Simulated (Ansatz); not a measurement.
The cluster BiF₃⁻. Charge -1, multiplicity 2. Geometry PBE-D4/def2-TZVP, that of the neutral singlet; atoms count from 1.

Cartesian coordinates in Å:
```
Bi 0.378 0.557 0.381
F 1.291 -0.496 -1.080
F -0.372 -1.038 1.365
F -1.297 0.977 -0.666
```

In the def2 sets Bi takes a core potential; there is no spin–orbit coupling. The highest occupied level of the charge -1 doublet lies above zero (up to 1.59 eV). By energy differences its removal costs 0.19 eV (vertical, to the charge 0 singlet, at PBE0-D4/def2-TZVPD); a positive level beside a positive removal energy at the same level points to self-interaction error. The structure comes from a short search, and lower isomers may exist.

**Question.** Estimate the Mulliken populations from the PBE0/def2-TZVPD orbitals of Ansatz.

**Answer.** 
```tsv
atom	charge (e)	spin (α − β)
Bi1	0.84	1.07
F2	-0.67	0.03
F3	-0.58	-0.05
F4	-0.59	-0.05
```
Mulliken values and Mayer orders depend strongly on the basis. With diffuse functions, as here, like atoms can get unlike values, and bond orders can come out too low or too high.

**Question.** Where does the spin sit?

**Answer.** Summed by element: Bi 1.07, F -0.07, of 1 unpaired in all. Largest on single atoms: Bi1 1.07, F3 -0.05, F4 -0.05.

**Question.** And the Mayer bond orders between bonded heavy atoms (over 0.3)?

**Answer.** Bi1–F2 0.59 (2.02 Å); Bi1–F3 0.33 (2.02 Å); Bi1–F4 0.34 (2.02 Å).
